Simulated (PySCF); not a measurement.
Name the molecule from its bond curve

A diatomic of charge +1 contains Sn. Its triplet curve at UHF-CCSD in a double-zeta basis (scalar-relativistic core potentials, PySCF), in eV from the separated fragments:

| R (Å) | E (eV) |
| --- | --- |
| 2.148 | -1.281 |
| 2.244 | -1.469 |
| 2.315 | -1.542 |
| 2.387 | -1.575 |
| 2.459 | -1.576 |
| 2.554 | -1.542 |
| 2.673 | -1.468 |
| 2.817 | -1.360 |

The fit gives ωe = 373 cm⁻¹ and the rotational constant Bₑ = 0.2845 cm⁻¹.

Q: Which atom is the partner?

A: The minimum lies at 2.424 Å, so the reduced mass is 16.8576 u Å² cm⁻¹/(Bₑ·Re²) = 10.08 u. With Sn at 119.90 u the partner weighs about 11.0 u: B. The molecule is SnB⁺.

Correlated steps freeze 5 core orbitals. Spin–orbit coupling is left out. The state is the lowest determinant that a PBE0 search found; another state may lie lower at other levels.
